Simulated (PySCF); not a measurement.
Species: C₄H₆FO₃S (charge -1).
SMILES: `O=S(=O)([O-])[C@@H]1CC[C@@H]1F`

The closed-shell SCF was solved with PySCF and density fitting under several settings on one GFN2-xTB geometry (grid level 2 and gas phase unless stated).

```tsv
settings	basis functions	SCF cycles	E (Eh)	HOMO (eV)	LUMO (eV)
PBE0/6-31++G**, energy threshold 1e-06 Eh	202	9	-879.0940	-2.43	2.52
PBE0/pcSseg-0, IEF-PCM chloroform, fitting basis def2-qzvpp-jkfit	97	10	-877.3639	-5.92	2.38
```

Task: Estimate the rows for these settings: (1) PBE0/def2-SVPD, IEF-PCM cyclohexane; (2) PBE0/ANO-RCC-VDZP.

Result: 
```tsv
settings	basis functions	SCF cycles	E (Eh)	HOMO (eV)	LUMO (eV)
PBE0/def2-SVPD, IEF-PCM cyclohexane	247	14	-878.6884	-4.86	2.21
PBE0/ANO-RCC-VDZP	160	14	-879.0074	-2.28	3.36
```

Task: Over all rows, what range does the HOMO–LUMO gap span?

Result: From 4.95 eV (PBE0/6-31++G**, energy threshold 1e-06 Eh) to 8.30 eV (PBE0/pcSseg-0, IEF-PCM chloroform, fitting basis def2-qzvpp-jkfit).

Task: Compare two rows with the functional PBE0: PBE0/ANO-RCC-VDZP and PBE0/6-31++G**, energy threshold 1e-06 Eh. Which energy is lower, and by how much?

Result: PBE0/6-31++G**, energy threshold 1e-06 Eh (202 functions) lies 0.0866 Eh or 54 kcal/mol below PBE0/ANO-RCC-VDZP (160 functions).

Cycle counts include a coarse-grid stage where the run had one. All basis functions are spherical, in the Pople sets too. ANO-RCC sets were contracted for a scalar-relativistic Hamiltonian, but ran non-relativistically here. One conformer (not necessarily the lowest) at the GFN2-xTB geometry, without vibrations or thermal averaging.

Shape of the structure used: `[O:1]=[S:2](=[O:3])([O-:4])[C@@H:5]1[CH2:6][CH2:7][C@@H:8]1[F:9]`: O1–S2–C5–C6 -66°.
